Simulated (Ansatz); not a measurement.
Job for Ansatz (a quantum-chemistry and plane-wave program): R-CCSD(T)/def2-SVP on H4OSeSi (SMILES [SiH3]O[SeH]), a point of a torsion scan. The run froze 20 orbitals, filled d shells among them.

Ansatz 0.2 input:
```yaml
crystal:
  periodic: [false, false, false]
  atoms:
    - {symbol: Si, position_ang: [0.79127292, -0.20397164, 0.06716759]}
    - {symbol: O, position_ang: [-0.34124890, 0.94626363, -0.18425400]}
    - {symbol: Se, position_ang: [-2.15724653, 0.92892715, 0.02483031]}
    - {symbol: H, position_ang: [0.54689712, -1.36789408, -0.78721439]}
    - {symbol: H, position_ang: [1.94073459, 0.59941074, -0.32629702]}
    - {symbol: H, position_ang: [0.80030310, -0.62523723, 1.46962933]}
    - {symbol: H, position_ang: [-2.24752470, 2.31241558, -0.42006430]}
basis:
  gaussian:
    orbitals: def2-SVP
magnetization: {spin_polarized: false}
correlation: {method: ccsd_t, electrons: outside_noble_gas}
scf: {lower_state_search: off}
```

Program output:

```
WARN ansatz: RAYON_NUM_THREADS=2 ignored (pool sized by the plan → 2); use --threads N
Functional definition: HF
these checks for a lower state are left out or cut short: stability, starts, cluster_reference, orbital_swaps, neighbouring_geometries, increment
integrals: 0.07 GiB planned
804 factors; integrals over basis functions are off by at most 1.2e-3 eV
mean field: 0.25 GiB planned
mean field evaluation 1: about -75251.3139 eV, gradient 2.9e1 eV
mean field evaluation 2: about -75251.3339 eV, gradient 2.9e1 eV
mean field evaluation 4: about -75253.2244 eV, gradient 3.0e0 eV
mean field evaluation 8: about -75253.2552 eV, gradient 1.0e-1 eV
mean field -75253.25526976 eV, -2765.5061226752 hartree, gradient 8.2e-6 eV, S^2 0.000000; 0 other end points of the search recorded, 0 dependent functions left out
20 core orbitals not correlated
reference -75253.25526976 eV, -2765.5061226752 hartree; 10, 10 occupied and 54, 54 virtual orbitals, 804 factors
second order -11.06706270 eV of doubles, -0.00000000 eV of singles
coupled cluster: 0.17 GiB planned
cycle   1  -11.66151095 eV  change   -5.9e-1 eV  update   9.2e-2
cycle   2  -12.05079336 eV  change   -3.9e-1 eV  update   2.8e-2
cycle   3  -12.14656082 eV  change   -9.6e-2 eV  update   1.5e-2
cycle   4  -12.14046396 eV  change    6.1e-3 eV  update   3.4e-3
cycle   5  -12.14088773 eV  change   -4.2e-4 eV  update   1.5e-3
cycle   6  -12.14099048 eV  change   -1.0e-4 eV  update   5.4e-4
cycle   7  -12.14079530 eV  change    2.0e-4 eV  update   2.4e-4
cycle   8  -12.14083205 eV  change   -3.7e-5 eV  update   8.4e-5
cycle   9  -12.14085419 eV  change   -2.2e-5 eV  update   2.9e-5
cycle  10  -12.14084147 eV  change    1.3e-5 eV  update   1.0e-5
perturbative correction -0.30081222 eV, -0.0110546452 hartree
Total energy: -75265.69692345 eV, -2765.9633450150 hartree
Checks for a lower state left out: stability, starts, cluster_reference, orbital_swaps, neighbouring_geometries, increment
```

Self-consistency was reached.

Cost: roughly 3 core-seconds.
